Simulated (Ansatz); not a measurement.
Input file for Ansatz (a first-principles code): R-CCSD(T)/def2-TZVPP on Cl2Ge (SMILES [Cl][Ge][Cl]), 2S+1 = 1, a spin state set in the input, which need not be the lowest. The run froze 24 orbitals, filled d shells among them.

Ansatz 0.2 input:
```yaml
crystal:
  periodic: [false, false, false]
  atoms:
    - {symbol: Cl, position_ang: [-1.69380341, -0.68510598, 0.00000000]}
    - {symbol: Ge, position_ang: [-0.00050437, 0.72667563, 0.00000000]}
    - {symbol: Cl, position_ang: [1.69475282, -0.68275404, 0.00000000]}
basis:
  gaussian:
    orbitals: def2-TZVPP
magnetization: {spin_polarized: false}
correlation: {method: ccsd_t, electrons: outside_noble_gas}
scf: {omitted_lower_state_checks: [cluster_reference]}
```

### Question
Predict the final total energy.

### Answer
-2995.0088 hartree (reference determinant -2994.4819, T1 diagnostic 0.013).

### Question
How many basis functions does it have, and what does it roughly cost on one machine?

### Answer
132 functions; around 14 core-seconds (rough).
